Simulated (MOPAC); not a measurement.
Input for MOPAC: PM6 on H7PSi (a complex), monomers drawn apart or pushed together.

```
PM6 1SCF PRECISE CHARGE=0 THREADS=1
H7PSi

Si    -0.13344965 1     0.05215528 1     0.16521351 1
H     -1.49452903 1    -0.35409565 1     0.58001905 1
H     -0.06494790 1     0.10308216 1    -1.31344277 1
H      0.85174509 1    -0.93032241 1     0.66899718 1
H      0.17409128 1     1.39002023 1     0.71758852 1
P     -0.40202042 1    -0.14686745 1     5.91695936 1
H      0.77062407 1     0.22247166 1     5.20983518 1
H     -0.63942319 1    -1.28054450 1     5.09826402 1
H     -1.23724775 1     0.69428819 1     5.13832146 1
```

The log:

```
*******************************************************************************
 **                                                                           **
 **                              MOPAC v23.2.5                                **
 **                                                                           **
 *******************************************************************************
 ** MOPAC's Digital Object Identifier: https://doi.org/10.5281/zenodo.6511958 **
 **                                                                           **
 ** Please cite the open-source release paper for use of this MOPAC version:  **
 ** J. E. Moussa and J. J. P. Stewart (2026)                                  **
 ** MOPAC: An open-source semiempirical molecular orbital program             **
 ** J. Open Source Softw., 11(119), 8025, https://doi.org/10.21105/joss.08025 **
 *******************************************************************************

                              PM6 CALCULATION RESULTS

 *******************************************************************************
 *  PM6        - The PM6 Hamiltonian to be used
 *
 *
 *
 *                 CHARGE ON SYSTEM = 0
 *
 *
 *
 *  PRECISE    - TIGHTER CRITERIA TO BE USED
 *  1SCF       - DO 1 SCF AND THEN STOP
 *  THREADS=1  - MULTI-THREADING NOT USED
 *  T=         - A TIME OF 172800.0 SECONDS REQUESTED
 *  DUMP=N     - RESTART FILE WRITTEN EVERY 7200.0 SECONDS REQUESTED
 *******************************************************************************
PM6 1SCF PRECISE CHARGE=0 THREADS=1
 H7PSi

   ATOM   CHEMICAL          X               Y               Z
  NUMBER   SYMBOL      (ANGSTROMS)     (ANGSTROMS)     (ANGSTROMS)

     1      Si         -0.13344965  *   0.05215528  *   0.16521351  *
     2       H         -1.49452903  *  -0.35409565  *   0.58001905  *
     3       H         -0.06494790  *   0.10308216  *  -1.31344277  *
     4       H          0.85174509  *  -0.93032241  *   0.66899718  *
     5       H          0.17409128  *   1.39002023  *   0.71758852  *
     6       P         -0.40202042  *  -0.14686745  *   5.91695936  *
     7       H          0.77062407  *   0.22247166  *   5.20983518  *
     8       H         -0.63942319  *  -1.28054450  *   5.09826402  *
     9       H         -1.23724775  *   0.69428819  *   5.13832146  *



          CARTESIAN COORDINATES

    NO.       ATOM           X           Y           Z

     1        Si         -0.1334      0.0522      0.1652
     2         H         -1.4945     -0.3541      0.5800
     3         H         -0.0649      0.1031     -1.3134
     4         H          0.8517     -0.9303      0.6690
     5         H          0.1741      1.3900      0.7176
     6         P         -0.4020     -0.1469      5.9170
     7         H          0.7706      0.2225      5.2098
     8         H         -0.6394     -1.2805      5.0983
     9         H         -1.2372      0.6943      5.1383

 General Reference for PM6:
 "Optimization of Parameters for Semiempirical Methods V: Modification of NDDO Approximations
 and Application to 70 Elements", J. J. P. Stewart, J. Mol. Mod., 13, 1173-1213 (2007)
 URL: https://link.springer.com/article/10.1007/s00894-007-0233-4

           Empirical Formula: H7 Si P  =     9 atoms



      MOLECULAR POINT GROUP   :   C3v


      RHF CALCULATION, NO. OF DOUBLY OCCUPIED LEVELS = 8


 -------------------------------------------------------------------------------
 PM6 1SCF PRECISE CHARGE=0 THREADS=1
 H7PSi



     1SCF WAS SPECIFIED, SO BFGS WAS NOT USED
     SCF FIELD WAS ACHIEVED


                              PM6 CALCULATION
                                                       MOPAC v23.2.5 Linux




          FINAL HEAT OF FORMATION =         14.80590 KCAL/MOL =      61.94790 KJ/MOL


          COSMO AREA              =        140.83 SQUARE ANGSTROMS
          COSMO VOLUME            =        117.01 CUBIC ANGSTROMS

          IONIZATION POTENTIAL    =         10.165757 EV
          HOMO LUMO ENERGIES (EV) =        -10.166  0.695
          NO. OF FILLED LEVELS    =          8
          MOLECULAR WEIGHT        =         66.1146         POINT GROUP:  C3v

          MOLECULAR DIMENSIONS (Angstroms)

            Atom       Atom       Distance
            P     6    H     3     7.24257
            H     8    H     5     2.58920
            H     2    H     4     2.41762


          SCF CALCULATIONS        =          1





   ATOM   CHEMICAL          X               Y               Z
  NUMBER   SYMBOL      (ANGSTROMS)     (ANGSTROMS)     (ANGSTROMS)

     1      Si         -0.13344965  *   0.05215528  *   0.16521351  *
     2       H         -1.49452903  *  -0.35409565  *   0.58001905  *
     3       H         -0.06494790  *   0.10308216  *  -1.31344277  *
     4       H          0.85174509  *  -0.93032241  *   0.66899718  *
     5       H          0.17409128  *   1.39002023  *   0.71758852  *
     6       P         -0.40202042  *  -0.14686745  *   5.91695936  *
     7       H          0.77062407  *   0.22247166  *   5.20983518  *
     8       H         -0.63942319  *  -1.28054450  *   5.09826402  *
     9       H         -1.23724775  *   0.69428819  *   5.13832146  *

                             CARTESIAN COORDINATES

   1   Si       -0.133449650     0.052155280     0.165213510
   2    H       -1.494529030    -0.354095650     0.580019050
   3    H       -0.064947900     0.103082160    -1.313442770
   4    H        0.851745090    -0.930322410     0.668997180
   5    H        0.174091280     1.390020230     0.717588520
   6    P       -0.402020420    -0.146867450     5.916959360
   7    H        0.770624070     0.222471660     5.209835180
   8    H       -0.639423190    -1.280544500     5.098264020
   9    H       -1.237247750     0.694288190     5.138321460


           Empirical Formula: H7 Si P  =     9 atoms



      MOLECULAR POINT GROUP   :   C3v


                  EIGENVALUES
 -22.20362 -19.52949 -14.07633 -14.07536 -11.91788 -11.91756 -11.88589 -10.16576
   0.69506   0.72695   0.72712   1.40680   1.40680   2.83951   4.05152   4.05225
   4.39854   4.39857   4.41909   5.19147 135.06759 135.06763 135.25444 135.66256
 135.66262


              NET ATOMIC CHARGES AND DIPOLE CONTRIBUTIONS

  ATOM NO.   TYPE          CHARGE      No. of ELECS.   s-Pop       p-Pop       d-Pop
    1         Si           0.117233        3.8828     1.23178     2.13875     0.51223
    2          H          -0.030015        1.0300     1.03001
    3          H          -0.027237        1.0272     1.02724
    4          H          -0.030004        1.0300     1.03000
    5          H          -0.030005        1.0300     1.03001
    6          P          -0.036271        5.0363     1.63581     3.39032     0.01014
    7          H           0.012101        0.9879     0.98790
    8          H           0.012106        0.9879     0.98789
    9          H           0.012093        0.9879     0.98791
 DIPOLE           X         Y         Z       TOTAL
 POINT-CHG.     0.007     0.005    -0.152     0.152
 HYBRID         0.079     0.061    -1.816     1.819
 SUM            0.086     0.066    -1.968     1.971


          ATOMIC ORBITAL ELECTRON POPULATIONS

     Atom    s        px        py        pz      x^2-y^2     xz        z^2       yz        xy
    1 Si   1.23178   0.71135   0.71137   0.71604   0.11434   0.04910   0.16904   0.06691   0.11284
    2  H   1.03001
    3  H   1.02724
    4  H   1.03000
    5  H   1.03001
    6  P   1.63581   0.99366   0.99337   1.40329   0.00180   0.00298   0.00007   0.00350   0.00178
    7  H   0.98790
    8  H   0.98789
    9  H   0.98791

 **********************
 *                    *
 * JOB ENDED NORMALLY *
 *                    *
 **********************




 == MOPAC DONE ==
```

The run finished.

Cost: very roughly 0.020 core-seconds.
